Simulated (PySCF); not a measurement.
The vertical singlet excitations below were computed for one of the candidates. Theory: TDDFT CAM-B3LYP/def2-SVPD, vertical, gas phase, core orbitals frozen in the response (PySCF). Geometries: GFN2-xTB, one conformer each.

```
state  E (eV)      f
   S1    6.47  0.159
   S2    6.81  0.024
   S3    6.94  0.029
   S4    7.15  0.067
   S5    7.21  0.051
   S6    7.41  0.301
   S7    7.46  0.049
   S8    7.54  0.091
```

Triplets computed (Tamm–Dancoff): 5.69, 6.00, 6.22 eV.

Question: Which structure fits? All have the formula CH11FSi4.
A. `F[SiH2]C[SiH]([SiH3])[SiH3]`
B. `F[Si@@H]([SiH3])[SiH2]C[SiH3]`
C. `F[SiH2][Si@H]([SiH3])C[SiH3]`
D. `FC[Si@@H]([SiH3])[SiH2][SiH3]`

Answer: D. Its S1 lies at 6.47 eV; the nearest of the others has S1 at 6.75 eV. S1 is HOMO→LUMO (84%). Löwdin shares by element: HOMO silicon 75% (atoms not listed hold the other 25%); LUMO silicon 65% (atoms not listed hold the other 35%). At the same level the other candidates give, for their lowest levels:
- `F[SiH2]C[SiH]([SiH3])[SiH3]`: 6.75 eV (f 0.127); 7.06 eV (f 0.103); 7.15 eV (f 0.006); 7.44 eV (f 0.025); 7.53 eV (f 0.015); T1 5.84 eV; HOMO -9.46, LUMO 0.43 eV
- `F[SiH2][Si@H]([SiH3])C[SiH3]`: 5.92 eV (f 0.078); 6.59 eV (f 0.012); 6.75 eV (f 0.077); 7.07 eV (f 0.013); 7.21 eV (f 0.049); T1 5.17 eV; HOMO -9.33, LUMO -0.20 eV
- `F[Si@@H]([SiH3])[SiH2]C[SiH3]`: 5.72 eV (f 0.022); 6.42 eV (f 0.020); 6.73 eV (f 0.200); 7.24 eV (f 0.029); 7.51 eV (f 0.031); T1 5.06 eV; HOMO -9.38, LUMO -0.21 eV

The values belong to the conformer `[F:1][CH2:2][Si@@H:3]([SiH3:4])[SiH2:5][SiH3:6]`: F1–C2–Si3–Si4 -67°, C2–Si3–Si5–Si6 -64°.
